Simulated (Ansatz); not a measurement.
Consider the redistribution: `[OH][InH][CH2][SiH3]` + `CC(O)N[SiH3]` → `[CH3][InH][CH2][SiH3]` + `OC(O)N[SiH3]`.

Isolated molecules relaxed with PBE0-D4/def2-TZVP in Ansatz; ΔE leaves out vibrations. CCSD(T)/CBS adds triple-zeta CCSD(T) − MP2 to the extrapolated MP2 energy (def2 sets, frozen cores). Elements past krypton have def2 core potentials. For In outer-core shells are correlated without core-valence functions, which leaves a few kJ/mol of doubt a bond. One conformer a species, not always the lowest.

```tsv
species	HF/def2-TZVPP energy (Eh)
`[OH][InH][CH2][SiH3]`	-595.00926
`CC(O)N[SiH3]`	-499.33748
`[CH3][InH][CH2][SiH3]`	-559.13410
`OC(O)N[SiH3]`	-535.18952
```

(1) Work out ΔE.

Largest T1 diagnostic among the species: 0.015.

Answers

(1) ΔE = (-559.13410) + (-535.18952) − (-595.00926) − (-499.33748) = 0.02312 Eh = +60.7 kJ/mol. CCSD(T)/CBS gives +74.8 kJ/mol.

From PBE to PBE0 (25 % exact exchange), in def2-TZVPP and without D4, ΔE moves by −4.8 kJ/mol. In def2-TZVPP, CCSD(T) changes the Hartree–Fock value by +4.6 kJ/mol (the triples alone add +1.2 kJ/mol) and MP2 by +8.4 kJ/mol.
